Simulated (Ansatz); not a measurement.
This geometry of AlH4NO2 + H2 (10 atoms, charge 0, multiplicity 1) is a first-order saddle point.

Computed with RKS r2SCANh/def2-SVP in Ansatz.

```xyz
10
Properties=species:S:1:pos:R:3
Al -0.058 -0.401 0.021
N -0.032 1.445 -0.304
O 0.613 -1.286 -1.270
O -1.364 -0.852 1.015
H 0.936 0.980 0.608
H 1.304 0.160 1.078
H -0.742 2.065 0.080
H 0.329 1.829 -1.174
H 0.615 -2.230 -1.417
H -1.600 -1.710 1.362
```

Question: Which two structures does it join? (They come from a converged band through this point; their orientation in space is the band's.)

Answer: Bonds broken: H5–H6. Bonds formed: Al1–H6, N2–H5. AlH4NO2 + H2 becomes AlH6NO2.

Initial state:

```xyz
10
Properties=species:S:1:pos:R:3
Al -0.361 -0.299 -0.137
N -0.345 1.388 -0.670
O 0.438 -1.562 -0.949
O -1.361 -0.687 1.180
H 1.440 0.537 1.136
H 1.540 -0.160 1.426
H -0.913 2.110 -0.242
H 0.162 1.774 -1.455
H 0.926 -1.522 -1.770
H -1.526 -1.580 1.480
```

Final state:

```xyz
10
Properties=species:S:1:pos:R:3
Al 0.221 -0.600 0.296
N 0.112 1.361 -0.163
O 0.494 -1.066 -1.353
O -1.397 -0.642 0.921
H 0.784 1.986 0.277
H 1.420 -0.815 1.334
H -0.831 1.659 0.089
H 0.218 1.420 -1.176
H 0.758 -1.939 -1.642
H -1.778 -1.366 1.416
```

Question: How far does it lie above each of them?

Answer: 0.60 eV above the first and 1.34 eV above the second. This is the barrier of this one path; another mechanism may lie lower. The orbitals stay closed-shell, which can raise the energy where a bond breaks towards radicals; this wasn't checked here.

The run took 6 min on 2 threads of Intel(R) Xeon(R) Platinum 8259CL CPU @ 2.50GHz (Skylake/Cascade Lake) (shared host), peak memory 0.22 GiB.
